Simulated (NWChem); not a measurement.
System: C2H4BFN2; SMILES NB(F)CC#N

Parts of the log:

```
             Northwest Computational Chemistry Package (NWChem) 7.3.0
             --------------------------------------------------------

 CS  symmetry detected

                             Geometry "geometry" -> ""
                             -------------------------

 Output coordinates in angstroms (scale by  1.889725989 to convert to a.u.)

  No.       Tag          Charge          X              Y              Z
 ---- ---------------- ---------- -------------- -------------- --------------
    1 N                    7.0000     0.24915614     2.61245497     0.00000000
    2 C                    6.0000    -0.35525616     1.60766757     0.00000000
    3 C                    6.0000    -1.00648183     0.30854082     0.00000000
    4 B                    5.0000     0.03695813    -0.90720066     0.00000000
    5 N                    7.0000     1.41965672    -0.71378753     0.00000000
    6 F                    9.0000    -0.47567228    -2.15678535     0.00000000
    7 H                    1.0000    -1.66989045     0.21368411    -0.88728000
    8 H                    1.0000    -1.66989045     0.21368411     0.88728000
    9 H                    1.0000     1.83834070     0.21748664     0.00000000
   10 H                    1.0000     2.08643806    -1.48570579     0.00000000

 Effective nuclear repulsion energy (a.u.)     195.3616527515

      Symmetry information
      --------------------

 Group name             Cs
 Group number              2
 Group order               2
 No. of unique centers     9

                                 NWChem DFT Module
                                 -----------------

 Summary of "ao basis" -> "ao basis" (spherical)
 ------------------------------------------------------------------------------
       Tag                 Description            Shells   Functions and Types
 ---------------- ------------------------------  ------  ---------------------
 N                           sto-3g                  3        5   2s1p
 C                           sto-3g                  3        5   2s1p
 B                           sto-3g                  3        5   2s1p
 F                           sto-3g                  3        5   2s1p
 H                           sto-3g                  1        1   1s

      Symmetry analysis of basis
      --------------------------

        a'         27
        a"          7

            General Information
            -------------------
          SCF calculation type: DFT
          Wavefunction type:  closed shell.
          No. of atoms     :    10
          No. of electrons :    44
           Alpha electrons :    22
            Beta electrons :    22
          Charge           :     0
          Spin multiplicity:     1
          Use of symmetry is: on ; symmetry adaption is: on
          Maximum number of iterations: 150
          AO basis - number of functions:    34
                     number of shells:    22
          Convergence on energy requested:  1.00D-06
          Convergence on density requested:  1.00D-05
          Convergence on gradient requested:  5.00D-04

              XC Information
              --------------
                         PBE0 Method XC Functional
                     Hartree-Fock (Exact) Exchange  0.250
          PerdewBurkeErnzerhof Exchange Functional  0.750
            Perdew 1991 LDA Correlation Functional  1.000 local
           PerdewBurkeErnz. Correlation Functional  1.000 non-local

             Grid Information
             ----------------
          Grid used for XC integration:  medium
          Radial quadrature: Mura-Knowles
          Angular quadrature: Lebedev.
          Tag              B.-S. Rad. Rad. Pts. Rad. Cut. Ang. Pts.
          ---              ---------- --------- --------- ---------
          N                   0.65       49          11.0       434
          C                   0.70       49          10.0       434
          B                   0.85       49           8.0       434
          F                   0.50       49           9.0       434
          H                   0.35       45          10.0       434
          Grid pruning is: on
          Number of quadrature shells:   429
          Spatial weights used:  Erf1

      Superposition of Atomic Density Guess
      -------------------------------------

 Sum of atomic energies:        -305.61445761

      Non-variational initial energy
      ------------------------------

 Total energy =    -306.823428
 1-e energy   =    -811.411805
 2-e energy   =     309.226724
 HOMO         =      -0.178107
 LUMO         =       0.264036

      Symmetry analysis of molecular orbitals - initial
      -------------------------------------------------

  Numbering of irreducible representations:

     1 a'          2 a"

  Orbital symmetries:

     1 a'          2 a'          3 a'          4 a'          5 a'
     6 a'          7 a'          8 a'          9 a'         10 a'
    11 a'         12 a'         13 a'         14 a'         15 a"
    16 a'         17 a"         18 a'         19 a'         20 a"
    21 a'         22 a"         23 a"         24 a'         25 a"
    26 a'         27 a'         28 a'         29 a'         30 a'
    31 a"         32 a'

     ---------------------------------------------
      Total Density - Mulliken Population Analysis
     ---------------------------------------------

    Atom       Charge   Shell Charges
 -----------   ------   -------------------------------------------------------
    1 N    7     7.83   2.00  1.80  4.04
    2 C    6     5.41   2.00  1.19  2.23
    3 C    6     6.10   1.99  1.29  2.82
    4 B    5     4.18   1.99  0.90  1.29
    5 N    7     7.73   2.00  1.55  4.18
    6 F    9     9.46   2.00  1.92  5.54
    7 H    1     0.92   0.92
    8 H    1     0.92   0.92
    9 H    1     0.73   0.73
   10 H    1     0.73   0.73

   convergence    iter        energy       DeltaE   RMS-Dens  Diis-err
 ---------------- ----- ----------------- --------- --------- ---------
 d= 0,ls=0.0,diis     1   -308.2153912384 -5.04D+02  7.82D-02  1.44D+00
 d= 0,ls=0.0,diis     2   -307.6225840585  5.93D-01  5.59D-02  5.76D+00
 d= 0,ls=0.0,diis     3   -308.4393191296 -8.17D-01  7.92D-03  5.89D-02
 d= 0,ls=0.0,diis     4   -308.4454108378 -6.09D-03  2.90D-03  1.48D-02
 d= 0,ls=0.0,diis     5   -308.4475277989 -2.12D-03  3.32D-04  6.07D-05
  Resetting Diis
 d= 0,ls=0.0,diis     6   -308.4475342215 -6.42D-06  1.24D-04  2.52D-05
 d= 0,ls=0.0,diis     7   -308.4475377996 -3.58D-06  4.99D-05  6.21D-07
 d= 0,ls=0.0,diis     8   -308.4475374870  3.13D-07  3.50D-05  3.07D-06
 d= 0,ls=0.0,diis     9   -308.4475378795 -3.92D-07  3.57D-06  1.89D-08

         Total DFT energy =     -308.447537879490
      One electron energy =     -810.941878716563
           Coulomb energy =      347.653482877831
    Exchange-Corr. energy =      -40.520794792230
 Nuclear repulsion energy =      195.361652751472

 Numeric. integr. density =       43.999998064147

                  Occupations of the irreducible representations
                  ----------------------------------------------

                     irrep           alpha         beta
                     --------     --------     --------
                     a'               18.0         18.0
                     a"                4.0          4.0

                       DFT Final Molecular Orbital Analysis
                       ------------------------------------

 Vector   20  Occ=2.000000D+00  E=-2.687663D-01  Symmetry=a"
              MO Center= -2.1D-01,  1.8D+00,  1.5D-14, r^2= 2.2D+00
   Bfn.  Coefficient  Atom+Function         Bfn.  Coefficient  Atom+Function
  ----- ------------  ---------------      ----- ------------  ---------------
     5      0.619192   1 N  pz               10      0.544528   2 C  pz
    31      0.209255   7 H  s                32     -0.209255   8 H  s
    15     -0.202499   3 C  pz               30      0.159464   6 F  pz
    25      0.067680   5 N  pz               20      0.043900   4 B  pz

 Vector   21  Occ=2.000000D+00  E=-2.257556D-01  Symmetry=a'
              MO Center= -3.3D-01, -7.7D-01, -5.8D-15, r^2= 3.9D+00
   Bfn.  Coefficient  Atom+Function         Bfn.  Coefficient  Atom+Function
  ----- ------------  ---------------      ----- ------------  ---------------
    28      0.668945   6 F  px               29     -0.353270   6 F  py
     3     -0.322262   1 N  px               13      0.259239   3 C  px
    14     -0.246542   3 C  py               23      0.198001   5 N  px
     9      0.162347   2 C  py               12      0.152362   3 C  s
    22     -0.151933   5 N  s                 8     -0.150550   2 C  px

 Vector   22  Occ=2.000000D+00  E=-2.110811D-01  Symmetry=a"
              MO Center=  8.6D-01, -1.1D+00,  2.7D-15, r^2= 1.7D+00
   Bfn.  Coefficient  Atom+Function         Bfn.  Coefficient  Atom+Function
  ----- ------------  ---------------      ----- ------------  ---------------
    25      0.818407   5 N  pz               30     -0.535454   6 F  pz
    20      0.140011   4 B  pz               31      0.039516   7 H  s
    32     -0.039516   8 H  s

 Vector   23  Occ=0.000000D+00  E= 1.573559D-01  Symmetry=a"
              MO Center= -1.4D-01,  4.6D-01, -1.6D-16, r^2= 3.6D+00
   Bfn.  Coefficient  Atom+Function         Bfn.  Coefficient  Atom+Function
  ----- ------------  ---------------      ----- ------------  ---------------
    20      0.627053   4 B  pz                5     -0.541170   1 N  pz
    10      0.532553   2 C  pz               25     -0.357133   5 N  pz
    31      0.347384   7 H  s                32     -0.347384   8 H  s
    30     -0.275422   6 F  pz               15      0.131214   3 C  pz

[...]
```

Level: PBE0/STO-3G. All runs use the structure optimised with PBE-D3(BJ)/def2-SVP.

Question: Which NWChem input produces such a log?

Answer: Several could match; the one computed here: the input that was run:
```
start job
memory heap 200 mb stack 900 mb global 1100 mb
geometry units angstroms noautoz
  N      0.320955     2.606315     0.000000
  C     -0.309970     1.617960     0.000000
  C     -0.995521     0.336615     0.000000
  B      0.015212    -0.906451     0.000000
  N      1.402566    -0.749885     0.000000
  F     -0.530475    -2.141958     0.000000
  H     -1.661218     0.259438    -0.887280
  H     -1.661218     0.259438     0.887280
  H      1.845873     0.169923     0.000000
  H      2.048579    -1.539266     0.000000
end
basis spherical
  * library sto-3g
end
dft
  xc pbe0
  iterations 150
  mulliken
end
task dft energy
```
